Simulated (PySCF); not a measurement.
C₈H₆O.
Atom-mapped SMILES: `[cH:1]1[cH:2][cH:3][c:4]2[cH:5][o:6][cH:7][c:8]2[cH:9]1` (hydrogens: H10 on C1; H11 on C2; H12 on C3; H13 on C5; H14 on C7; H15 on C9)

The same species was optimised twice, with GFN2-xTB and with PBE0-D3(BJ)/def2-SVP (PySCF), and the same property calculations (PySCF, gas phase) were run on both structures.

```csv
coordinate,GFN2-xTB,PBE0-D3(BJ)/def2-SVP,change
C1–C2 (Å),1.419,1.434,+0.015
C8–C9 (Å),1.413,1.426,+0.013
C3–C4 (Å),1.413,1.426,+0.013
C4–C8 (Å),1.442,1.449,+0.007
C2–C3 (Å),1.361,1.367,+0.006
C1–C9 (Å),1.361,1.367,+0.006
O6–C7 (Å),1.338,1.342,+0.004
C5–O6 (Å),1.338,1.342,+0.004
C7–C8 (Å),1.378,1.378,0.000
C4–C5 (Å),1.378,1.379,+0.001
C5–O6–C7 (°),108.8,109.6,+0.8
C4–C5–O6 (°),110.1,109.5,-0.6
O6–C7–C8 (°),110.1,109.6,-0.5
C5–C4–C8 (°),105.5,105.7,+0.2
C4–C8–C7 (°),105.4,105.6,+0.2
C3–C4–C5 (°),134.6,134.4,-0.2
C7–C8–C9 (°),134.6,134.5,-0.1
C2–C3–C4 (°),118.3,118.4,+0.1
```

Rotational constants: A = 4015, B = 1622, C = 1155 MHz (GFN2-xTB) against A = 3955, B = 1609, C = 1144 MHz (PBE0-D3(BJ)/def2-SVP). Point groups within 0.08 Å: C2v and C2v.

On the GFN2-xTB structure: lowest singlet, TDDFT (eV) 3.98 [CAM-B3LYP/def2-SVPD]; lowest triplet, Tamm–Dancoff (eV) 2.32 [CAM-B3LYP/def2-SVPD]; isotropic polarisability (au) 93.3 [CAM-B3LYP/def2-SVPD]; HOMO (eV) -6.90 [CAM-B3LYP/def2-SVPD]; LUMO (eV) -0.32 [CAM-B3LYP/def2-SVPD]; dipole (D) 0.44 [CAM-B3LYP/def2-SVPD]; HOMO (eV) -5.78 [PBE0/pcSseg-1]; LUMO (eV) -1.32 [PBE0/pcSseg-1]; dipole (D) 0.31 [PBE0/pcSseg-1]; GIAO shielding of C1/C2 (mean) (ppm) 57.6 [PBE0/pcSseg-1]; GIAO shielding of C3/C9 (mean) (ppm) 62.2 [PBE0/pcSseg-1]; GIAO shielding of C4/C8 (mean) (ppm) 56.6 [PBE0/pcSseg-1]; GIAO shielding of C5/C7 (mean) (ppm) 47.8 [PBE0/pcSseg-1]; GIAO shielding of O6 (ppm) 14.5 [PBE0/pcSseg-1].

Task: What do these properties become on the PBE0-D3(BJ)/def2-SVP structure?

Result: 
| property | level | on GFN2-xTB | on PBE0-D3(BJ)/def2-SVP | change |
| --- | --- | --- | --- | --- |
| lowest singlet, TDDFT (eV) | CAM-B3LYP/def2-SVPD | 3.98 | 4.00 | +0.02 |
| lowest triplet, Tamm–Dancoff (eV) | CAM-B3LYP/def2-SVPD | 2.32 | 2.35 | +0.03 |
| isotropic polarisability (au) | CAM-B3LYP/def2-SVPD | 93.3 | 94.6 | +1.3 |
| HOMO (eV) | CAM-B3LYP/def2-SVPD | -6.90 | -6.94 | -0.04 |
| LUMO (eV) | CAM-B3LYP/def2-SVPD | -0.32 | -0.33 | -0.01 |
| dipole (D) | CAM-B3LYP/def2-SVPD | 0.44 | 0.41 | -0.03 |
| energy, GFN2-xTB geometry as zero (kcal/mol) | CAM-B3LYP/def2-SVPD | 0.0 | -0.9 | -0.9 |
| HOMO (eV) | PBE0/pcSseg-1 | -5.78 | -5.81 | -0.03 |
| LUMO (eV) | PBE0/pcSseg-1 | -1.32 | -1.33 | -0.01 |
| dipole (D) | PBE0/pcSseg-1 | 0.31 | 0.28 | -0.03 |
| energy, GFN2-xTB geometry as zero (kcal/mol) | PBE0/pcSseg-1 | 0.0 | -0.4 | -0.4 |
| GIAO shielding of C1/C2 (mean) (ppm) | PBE0/pcSseg-1 | 57.6 | 54.7 | -2.9 |
| GIAO shielding of C3/C9 (mean) (ppm) | PBE0/pcSseg-1 | 62.2 | 59.6 | -2.6 |
| GIAO shielding of C4/C8 (mean) (ppm) | PBE0/pcSseg-1 | 56.6 | 56.1 | -0.5 |
| GIAO shielding of C5/C7 (mean) (ppm) | PBE0/pcSseg-1 | 47.8 | 46.6 | -1.2 |
| GIAO shielding of O6 (ppm) | PBE0/pcSseg-1 | 14.5 | 9.9 | -4.6 |

The heavy atoms differ by 0.010 Å rms after alignment. Among bonds between heavy atoms C1–C2 changes most (+0.015 Å). Changes are differences of the printed values. Neither structure is proved a minimum here.
